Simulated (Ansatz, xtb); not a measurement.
Ranking isomers of C2H6GeO2S

3 gas-phase structures of C2H6GeO2S, from a drawn sample of its isomers (lower ones may exist). Each was relaxed with GFN2-xTB; where two conformers were screened, the lower at r2SCAN-D4/def2-SVP is listed:

A. `[SH][GeH]1[O]CC[O]1`, a singlet
B. `C1OC[S][GeH2][O]1`, a singlet
C. `O=COC[S][GeH3]`, a singlet

Task: Make a reasoned guess at their ranking by r2SCAN-D4/def2-SVP single-point energy.

Result: Calculated order at r2SCAN-D4/def2-SVP: A (0.0), B (20.8), C (24.3) kcal/mol.

Energies above the lowest of each column, in kcal/mol; the last columns are at B3LYP-D3(BJ)/def2-SVP geometries:

```csv
structure,GFN2-xTB,HF/STO-3G,r2SCAN-D4/def2-SVP,B3LYP-D3(BJ)/def2-SVP,CCSD(T)/def2-SVP + ΔMP2/def2-TZVPP
A,0.0,0.0,0.0,0.0,0.0
B,13.7,13.8,20.8,19.6,23.7
C,26.3,42.5,24.3,21.6,30.7
```

Every level run on A puts it lowest or level with the lowest. Flexible structures stand in one conformer each, not always the lowest. The ΔMP2 step shifts differences by up to 7.2 kcal/mol, which makes them less sure. ΔMP2 is the change of the MP2 energy from the smaller to the larger basis.

Programs: Ansatz 0.2.0, xtb 6.7.1.
